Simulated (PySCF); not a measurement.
UHF on Ni⁺ (nickel, charge +1)

Configuration: [Ar] 3d8 4s1, high-spin 4F determinant (an excited configuration). Computed with PySCF 2.14 in x2c-QZVPPall, with scalar relativity by spin-free X2C-1e.

```json
{"Total energy": "-1518.875197 hartree", "One-electron energy": "-2100.0442 hartree", "Hartree (Coulomb) energy": "643.4959 hartree", "Exchange energy": "-62.3269 hartree", "⟨S²⟩": "3.7517", "⟨L²⟩": "12.027", "Sum of ⟨r⟩": "18.40 bohr", "Sum of ⟨r²⟩": "23.70 bohr²", "Langevin diamagnetic susceptibility": "-18.8 ×10⁻⁶ cm³/mol"}
```

```tsv
shell	electrons	mean orbital energy (eV)	spread (eV)	rms radius, mean of both spins (bohr)
1s α	1	-8411.6	0	0.0624
1s β	1	-8411.5	0	0.0624
2s α	1	-1060.8	0	0.265
2s β	1	-1058.7	0	0.265
2p α	3	-909.97	0	0.238
2p β	3	-908.01	0	0.238
3s α	1	-147.71	0	0.795
3s β	1	-142.04	0	0.795
3p α	3	-101.95	0	0.848
3p β	3	-95.449	0	0.848
3d α	5	-28.690	1.541	1.10
3d β	3	-26.066	0	1.10
4s α	1	-16.208	0	2.83
```

Densities and radii are taken from the X2C orbitals without a picture-change correction, which distorts them close to the nucleus.

Spin-orbit constants ζ (cm⁻¹) from the X2C one-electron operator on these orbitals: bare nucleus, nucleus screened by l(l+1)(2l+1)/3 electrons, and screened by the Breit-Pauli mean field of the electrons.

| shell | bare | screened nucleus | mean field |
| --- | --- | --- | --- |
| 2p | 98490 | 91450 | n/a |
| 3p | 12170 | 11300 | n/a |
| 3d | 1156 | 743.4 | n/a |

To first order the Landé constant is A = -247.8 cm⁻¹, so the lowest level has J = 9/2 and lies 0.138 eV below the centre of the term. This holds in LS coupling only.
